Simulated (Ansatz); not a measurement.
Reaction (redistribution): `[CH3][SnH2][SiH2]N` + `FC([SiH3])B[SiH3]` → `[CH3][SnH2][BH][SiH3]` + `N[SiH2]C(F)[SiH3]`

Computed with Ansatz on PBE0-D4/def2-TZVP structures; ΔE is electronic, products minus reactants. CCSD(T)/CBS adds triple-zeta CCSD(T) − MP2 to the extrapolated MP2 energy (def2 sets, frozen cores). DFT in def2-TZVPP. B3LYP here is the variant with VWN-RPA as its local correlation; programs differ in this. Elements past krypton have def2 core potentials. For Sn outer-core shells are correlated without core-valence functions, which leaves a few kJ/mol of doubt a bond. Each species was taken in one conformer, which may not be the lowest.

`[CH3][SnH2][SiH2]N`:

Cartesian coordinates in Å:
```
C -0.923 1.779 -0.994
Sn -1.254 0.187 0.415
Si 0.968 -0.961 1.051
N 1.861 -1.636 -0.267
H -0.435 1.391 -1.888
H -0.290 2.547 -0.548
H -1.875 2.227 -1.279
H -2.327 -0.938 -0.316
H -2.068 0.840 1.778
H 1.850 0.047 1.699
H 0.686 -2.056 2.019
H 2.334 -1.011 -0.901
H 1.473 -2.418 -0.771
```

`FC([SiH3])B[SiH3]`:

Z-matrix (Å, degrees):
```
Si
C 1 1.969
B 1 2.530 2 36.5
H 1 1.486 2 111.8 3 32.6
H 1 1.482 2 109.5 3 -89.3
H 1 1.482 2 104.5 3 151.0
F 2 1.385 1 108.5 3 -122.3
H 2 1.094 1 103.0 3 122.0
Si 3 2.018 1 98.8 2 -122.6
H 3 1.196 1 114.6 2 108.9
H 9 1.491 3 107.7 1 176.3
H 9 1.490 3 113.4 1 56.7
H 9 1.490 3 111.4 1 -65.5
```

`[CH3][SnH2][BH][SiH3]`:

Cartesian coordinates in Å:
```
C -0.706 1.974 0.174
Sn -1.472 -0.008 0.476
B 0.028 -1.616 -0.004
Si 1.909 -1.167 -0.517
H 0.174 2.131 0.799
H -1.461 2.715 0.434
H -0.423 2.110 -0.870
H -2.895 -0.196 -0.463
H -1.939 -0.161 2.121
H -0.356 -2.749 -0.003
H 2.429 0.023 0.213
H 1.806 -0.789 -1.962
H 2.904 -2.268 -0.398
```

`N[SiH2]C(F)[SiH3]`:

```xyz
13

N    -0.033   -1.228   -1.752
Si   -0.482    0.344   -1.245
C     0.333    0.967    0.351
F     1.719    1.108    0.124
Si    0.078   -0.127    1.873
H    -0.360   -2.046   -1.265
H     0.872   -1.387   -2.165
H    -1.946    0.361   -0.985
H    -0.105    1.293   -2.324
H    -0.068    1.967    0.573
H     0.577   -1.501    1.609
H     0.794    0.434    3.048
H    -1.381   -0.186    2.159
```

| level | ΔE (kcal/mol) | difference from CCSD(T)/CBS |
| --- | --- | --- |
| PBE-D4 | 16.4 | 5.3 |
| r2SCAN-D4 | 14.8 | 3.7 |
| B3LYP-D4 | 12.6 | 1.5 |
| ωB97X-V | 11.5 | 0.4 |
| B2PLYP | 11.9 | 0.8 |
| PBE | 16.4 | 5.3 |
| r2SCAN | 14.8 | 3.7 |
| PBE0 | 14.9 | 3.8 |
| B3LYP | 12.4 | 1.3 |
| HF/def2-TZVPP | 6.3 | -4.8 |
| MP2/def2-TZVPP | 11.7 | 0.6 |
| CCSD/def2-TZVPP | 9.7 | -1.4 |
| CCSD(T)/def2-TZVPP | 10.8 | -0.3 |
| HF/def2-QZVPP | 6.3 | -4.8 |
| HF/CBS(def2) | 6.3 | -4.8 |
| MP2/CBS(def2) | 12.0 | 0.9 |
| CCSD(T)/CBS | 11.1 | 0 |

Largest T1 diagnostic among the species: 0.014.

In def2-TZVPP, CCSD(T) changes the Hartree–Fock value by +4.5 kcal/mol (the triples alone add +1.0 kcal/mol) and MP2 by +5.4 kcal/mol. From PBE to PBE0 (25 % exact exchange), in def2-TZVPP and without D4, ΔE moves by −1.5 kcal/mol.
